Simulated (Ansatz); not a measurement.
## Energy profile

The step: AlSiH₄ClF₂ ([F][Al]([F])([SiH3])[ClH]) → AlSiH₂ClF₂ ([F][Al]([F])([SiH2])[Cl]) + H₂; bonds formed: Si2–H5, H5–H9; dative contacts that become bonds: Al1–Cl6; bonds broken: Si2–H9, H5–Cl6 (atoms numbered as in the saddle structure below).

```
9
angstrom
Al -1.3792 -0.4176 -0.1413
Si 0.9878 0.0713 -0.7076
F -1.7266 -2.0274 -0.0674
F -2.4665 0.5990 -0.8496
H 0.5502 0.4894 1.2138
Cl -0.9144 0.3348 1.9568
H 1.4548 1.3061 -1.3937
H 2.0735 -0.9418 -0.8009
H 1.4203 0.5864 0.7900
```

Electronic energies by CCSD(T) at an estimated basis limit (MP2 extrapolated from triple and quadruple zeta, plus CCSD(T) − MP2 in triple zeta), on PBE0-D4/def2-TZVP structures; AlSiH4ClF2, singlet; no counterpoise correction. Computed with Ansatz 0.2.0 (basis: def2-TZVPP and def2-QZVPP); correlated methods freeze the cores. Extrapolation: Hartree–Fock as exp(−7.88 √X), correlation as X^−2.97.

Give the profile in eV, counted from the separated reactants. (To be estimated.)

The calculation gives:
```
                                                                                                             point      eV
separated: AlSiH3F2 (linked as [F][Al]([F])[SiH3]; Al1, Si2, F3, F4, H7, H8, H9; singlet) + HCl (H5, Cl6; singlet)   0.000
                                                                                                   start structure  -0.293
                                                                                                            saddle   0.132
                                                                                                     end structure  -0.186
   separated: AlClF2 (linked as [F][Al]([F])[Cl]; Al1, F3, F4, Cl6; singlet) + SiH4 (Si2, H5, H7, H8, H9; singlet)   0.859
```

No T1 diagnostic of these runs exceeds 0.016. The start structure is not quite a true minimum (one mode of 42i cm⁻¹).

For scale, one of the runs: CCSD(T)/def2-TZVPP, 244 basis functions, launched by `ansatz run in.yaml --threads 4 --pin off --events-out ev --progress --plain --max-ram 9574MiB`. Time: 2.5 min of wall clock on 4 CPU threads of an AMD EPYC 7R43; the host was shared. Peak host memory: 4.6 GiB.
